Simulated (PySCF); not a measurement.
Computed IR spectrum (relative IR intensity) of a molecule C₂H₆FGaO. Geometry optimised at PBE0-D3(BJ)/def2-SVP. Other conformers were not sampled. Level of theory: PBE0-D3(BJ)/def2-SVP (PySCF). Frequencies are harmonic and unscaled.

Lines under 2 % of the strongest are left out, and lines within 2 cm⁻¹ are merged.

ν (cm⁻¹): 35 (vw), 88 (w), 148 (w), 201 (w), 238 (vw), 271 (w), 344 (s), 551 (w), 639 (m), 702 (s), 724 (vs), 781 (s), 972 (vw), 1063 (w), 1397 (vw), 1429 (vw), 1471 (vw), 1479 (w), 3048 (m), 3071 (vw), 3135 (w), 3144 (w), 3920 (m) (against the strongest line: vs over 80 %, s over 45 %, m over 15 %, w over 4 %, vw less)

**Question.** Which molecule gave these data?
A) C[O][Ga]([CH3])[F]
B) C[CH2][Ga]([OH])[F]
C) CC[O][GaH][F]

**Answer.** B, C[CH2][Ga]([OH])[F]
